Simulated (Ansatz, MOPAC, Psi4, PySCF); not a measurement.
System: PH5 (charge 0, singlet). SMILES: [H][P@TB7]([H])([H])([H])[H]
Structure (B3LYP-D3(BJ)/def2-TZVP (Ansatz, an electronic-structure program) minimum search):
```
P
H 1 1.4251
H 1 1.4251 2 120.00
H 1 1.4251 2 120.00 3 -180.00
H 1 1.4787 2 90.00 4 -90.00
H 1 1.4787 2 90.00 5 180.00
```
Charge 0, spin multiplicity 1.

Property: enthalpy of formation at 298 K, in kcal/mol. Set-up: six Cartesian d functions in 6-31G* and its kin unless marked 5d; UHF or UKS for open shells; frozen cores in correlated levels; non-relativistic; no spin-orbit coupling; no dispersion term unless named; LANL2DZ with its own core potentials from Na on. CBS(X,Y): correlation extrapolated as X^-3; Hartree-Fock from the larger set. Ab initio and DFT rows: single points at B3LYP-D3(BJ) geometries (Ansatz), with unscaled harmonic terms from B3LYP/6-31G* (Ansatz) at its own minima, enthalpies of formation by atomisation with measured atoms. Semi-empirical rows: MOPAC heats of formation at their own minima for 298 K.

Coupled cluster (Ansatz) is a level with limits of its own, used here on species with T1 under 0.025 (0.045 for open shells) and stable references: CCSD(T)/CBS(def2-TZVPPD,def2-QZVPPD).

Value to compare with, CCSD(T)/CBS(def2-TZVPPD,def2-QZVPPD) (Ansatz): 43.3 kcal/mol.

```
level                            program  enthalpy of formation at 298 K (kcal/mol)  difference
------------------------  --------------  -----------------------------------------  ----------
PM6                                MOPAC                                       89.9        46.6
HF/LANL2DZ                        Ansatz                                      218.7       175.4
B3LYP/STO-3G                      Ansatz                                      -34.2       -77.5
B3LYP/6-31G*                      Ansatz                                       49.7         6.4
B3LYP/6-31+G*                     Ansatz                                       50.0         6.7
B3LYP/def2-SVP                    Ansatz                                       48.4         5.1
M06-2X/6-31G* (5d)                 PySCF                                       55.5        12.2
wB97X-D/6-31G*                      Psi4                                       50.7         7.4
MP2/STO-3G                        Ansatz                                       70.0        26.7
r2SCAN-D4/def2-TZVPD      Ansatz + dftd4                                       44.9         1.6
wB97X-V/def2-TZVPD                Ansatz                                       38.5        -4.8
B2PLYP-D3(BJ)/def2-TZVPD  Ansatz + dftd3                                       48.2         4.9
```

Among the 9 habitual levels, HF/LANL2DZ lies farthest from CCSD(T)/CBS(def2-TZVPPD,def2-QZVPPD) (Ansatz) (175.4 kcal/mol) and B3LYP/def2-SVP nearest (5.1); 8 of 9 lie above it, and their mean absolute difference is 40.4 kcal/mol, the median 12.2. One case shows no general order.

The levels are drawn from those run, B3LYP/6-31G* more often than the rest, none by its result; left out are runs that failed, that the program found above a lower state of the same kind, or whose <S^2> lies over 0.5 above the pure value.
